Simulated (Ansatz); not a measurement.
Species: CH$_{3}$BO, SMILES `B(=C)O` (C–B–O–H torsion 180°) (charge 0, multiplicity 1), formula CH3BO.

### Question
How many basis functions does Ansatz (a quantum-chemistry and plane-wave program) with frozen-core CCSD(T)/cc-pVTZ // B3LYP-D3(BJ)/def2-TZVP use, how many core orbitals are frozen, and how many electrons are correlated?

### Answer
132 basis functions and 3 frozen orbitals, which leaves 16 correlated electrons. Core time is of the order of seconds.
